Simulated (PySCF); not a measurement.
Ga(H)2(NHMe) (CH6GaN), SMILES C[NH][GaH2]. Geometry: PBE-D3(BJ)/def2-SVP.

Computed equilibrium geometry at PBE-D3(BJ)/def2-SVP (PySCF confirms it by a frequency run) as bond lengths and angles, and its point group:
point group Cs.
Atoms: Ga1 H2 H3 N4 C5 H6 H7 H8 H9. Bonds (Å): Ga1–H2 1.571, Ga1–H3 1.572, Ga1–N4 1.832, N4–C5 1.449, N4–H6 1.024, C5–H7 1.115, C5–H8 1.115, C5–H9 1.109. Angles (°): H2–Ga1–H3 128.8, H2–Ga1–N4 115.8, H3–Ga1–N4 115.5, Ga1–N4–C5 128.4, Ga1–N4–H6 118.5, C5–N4–H6 113.1, N4–C5–H7 112.8, N4–C5–H8 112.8, N4–C5–H9 110.0, H7–C5–H8 106.9, H7–C5–H9 107.0, H8–C5–H9 107.0.
